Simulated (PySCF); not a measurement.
Run record: geometry optimisation, `C=Cc1ccc(C2CC2)cc1`.

Computed with PBE0-D3(BJ)/def2-SVP geometry optimisation, gas phase (PySCF 2.14.0). Start geometry: GFN2-xTB. The input is one job of a driver script: a line of settings, then coordinates in Å.

Input:
```
{"job": {"xc": "PBE0", "basis": "def2-SVP", "d3": "d3bj", "grid": 1, "kind": "geom"}, "charge": 0, "multiplicity": 1}
C      4.245555    -0.773304    -0.258732
C      3.303934    -0.285030     0.540368
C      1.880570    -0.178370     0.249156
C      1.012550     0.262175     1.249838
C     -0.343873     0.376556     1.025978
C     -0.890883     0.061979    -0.215181
C     -2.336063     0.174029    -0.499034
C     -3.363879    -0.188335     0.542838
C     -3.182285     1.238794     0.148951
C     -0.026703    -0.376067    -1.216349
C      1.328678    -0.495116    -0.992653
H      4.035651    -1.154901    -1.243217
H      5.276170    -0.812757     0.050039
H      3.587376     0.073154     1.523353
H      1.413441     0.515710     2.221914
H     -0.979982     0.716862     1.829891
H     -2.590370    -0.076416    -1.522538
H     -4.254283    -0.705047     0.217475
H     -3.007454    -0.505461     1.510986
H     -3.945261     1.710062    -0.451963
H     -2.704539     1.909449     0.846263
H     -0.428995    -0.626481    -2.188389
H      1.965893    -0.834502    -1.794689
```

Output:
```
step   0  E = -425.55526171  max force = 0.011103
step   1  E = -425.55754997  max force = 0.002134
step   2  E = -425.55756850  max force = 0.000645
step   3  E = -425.55757330  max force = 0.000531
step   4  E = -425.55757916  max force = 0.000275
optimisation converged
```

Energies in Eh; «max force» is the largest Cartesian gradient component in Eh/bohr.

Give the first gradient maximum in eV/Å.

With 1 Eh/bohr = 51.422 eV/Å, 0.571 eV/Å.

How much energy does the optimisation release, in kcal/mol?

E(step 0) − E(last step) = 0.002317 Eh, which is 1.5 kcal/mol.

Main results: final energy -425.55758 Eh after 4 steps; dipole 0.87 D.

Give the final coordinates.

0.029 Å rms from the input after alignment:
```
atom  x, y, z in Å
C1     4.3571   -0.7963   -0.2796
C2     3.3941   -0.3313    0.5258
C3     1.9619   -0.2165    0.2305
C4     1.0861    0.2283    1.2323
C5    -0.2795    0.3493    1.0037
C6    -0.8331    0.0311   -0.2430
C7    -2.2862    0.1426   -0.5258
C8    -3.3139   -0.2090    0.5216
C9    -3.1317    1.2142    0.1147
C10    0.0412   -0.4098   -1.2467
C11    1.4052   -0.5310   -1.0189
H12    4.1516   -1.1572   -1.2911
H13    5.3967   -0.8333    0.0531
H14    3.6803    0.0055    1.5289
H15    1.4909    0.4840    2.2154
H16   -0.9218    0.6994    1.8162
H17   -2.5509   -0.1179   -1.5546
H18   -4.2134   -0.7379    0.1959
H19   -2.9375   -0.5232    1.4992
H20   -3.9025    1.6879   -0.4985
H21   -2.6310    1.8948    0.8090
H22   -0.3633   -0.6616   -2.2307
H23    2.0503   -0.8735   -1.8308
```

The run took about 5 min of CPU time (one thread, shared machine).
Labels such as C1 count atoms from 1, the log's own numbers from 0.
